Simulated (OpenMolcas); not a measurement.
# N II: CASPT2 settings compared

```json
{
 "Program": "OpenMolcas",
 "Basis": "ANO-RCC-VQZP [5s4p3d2f1g]",
 "Scalar Hamiltonian": "DKH3, point nucleus",
 "Active space": "4 electrons in 4 orbitals (2s 2p)",
 "State averaging": "2S+1 = 3 even, 3 roots; 2S+1 = 1 even, 6 roots; 2S+1 = 5 odd, 1 root; 2S+1 = 3 odd, 8 roots; 2S+1 = 1 odd, 5 roots (0 in the spin-orbit step)",
 "Spin-orbit coupling": "RASSI with atomic mean-field integrals over the reference wave functions, term energies averaged over their components"
}
```

Methods on the same reference wave functions:
A. CASSCF
B. SS-CASPT2, IPEA 0.3 Eh, sigma1 regulariser 0.4 Eh (closed shells correlated: 1s)
C. XMS-CASPT2, IPEA 0.2 Eh, sigma1 regulariser 0.25 Eh (closed shells correlated: 1s)
D. XMS-CASPT2, IPEA 0.3 Eh, imaginary shift 0.25 Eh (closed shells correlated: 1s)

Energies in cm⁻¹ above 2s² 2p² ³P₀, the measured ground level; measured values from NIST Handbook of Basic Atomic Spectroscopic Data.

| Level | A | B | C | D | Measured |
| --- | --- | --- | --- | --- | --- |
| 2s² 2p² ³P₀ | 0.0 | 0.0 | 0.0 | 0.0 | 0.0 |
| 2s² 2p² ³P₁ | 45.9 | 45.9 | 45.9 | 45.9 | 48.7 |
| 2s² 2p² ³P₂ | 136 | 136 | 136 | 136 | 131 |
| 2s² 2p² ¹D₂ | 17851 | 14930 | 15120 | 15030 | 15316 |
| 2s² 2p² ¹S₀ | 31023 | 31380 | 32070 | 31950 | 32689 |
| 2s 2p³ ⁵S°₂ | 35955 | 44420 | 45190 | 45010 | 46785 |
| 2s 2p³ ³D°₂ | 95962 | 90020 | 90220 | 90460 | 92250 |
| 2s 2p³ ³D°₁ | 95962 | 90020 | 90220 | 90460 | 92251 |
| 2s 2p³ ³D°₃ | 95962 | 90020 | 90220 | 90460 | 92236 |
| 2s 2p³ ³P°₀ | 113373 | 108540 | 108770 | 108900 | 109223 |
| 2s 2p³ ³P°₁ | 113373 | 108540 | 108770 | 108900 | 109216 |
| 2s 2p³ ³P°₂ | 113373 | 108540 | 108770 | 108900 | 109217 |

Deviations, from unrounded energies. A percentage is the sum of absolute deviations over the sum of measured energies, with the sign that they share, or ± where signs differ.

```json
{"Against measurement": "mean absolute deviation (cm-1)", "Levels": "11", "A": "3500", "B": "1200", "C": "900", "D": "830"}
{"Against measurement": "fine structure of the ground term (%)", "Levels": "2", "A": "±4.6", "B": "±4.6", "C": "±4.6", "D": "±4.6"}
{"Against measurement": "other terms of the ground configuration (%)", "Levels": "2", "A": "±8.8", "B": "-3.5", "C": "-1.7", "D": "-2.1"}
{"Against measurement": "other configurations (%)", "Levels": "7", "A": "±5.3", "B": "-1.7", "C": "-1.4", "D": "-1.2"}
```

D lies closest to measurement on these levels and A furthest from it. The largest miss of D in the table is 2s 2p³ ³D°₁, by -1800 cm-1. The ranking rests on the paired levels alone, and a cruder setting can come out closer through cancelling errors.

Among B to D the level of the table that moves most is 2s 2p³ ⁵S°₂, by 770 cm-1 (lowest in B, highest in C). Moves below CASPT2's spread within the term are not significant.

The mean deviations of B to D differ by less than CASPT2's widest spread within a term (880 cm-1), so their order carries little weight.

From A to B the spin-free energies of the other terms of 2s² 2p² shown, above ³P, scale by factors of 0.84 to 1.01.

The lowest spin-free term lies below A's lowest term by 0.087 hartree in B, 0.091 hartree in C, 0.090 hartree in D.

CASPT2 does not keep the components of a term degenerate, so their means are used; among the terms shown or strongly mixed into the levels shown the widest spread is 880 cm-1 (2s 2p³ ³D°, D). Without dynamic correlation excited terms often stand tens of per cent too high (terms of higher spin than the ground term too low), and those without a measured partner can miss by more than the paired ones (holds for A). Computed and measured levels are paired by configuration, term and J; levels that our copy of the source lacks, or whose pairing is in doubt (as where it misses far off the trend of its configuration), stay unpaired and out of the deviations. Only configurations of the active space appear.

° marks odd parity.
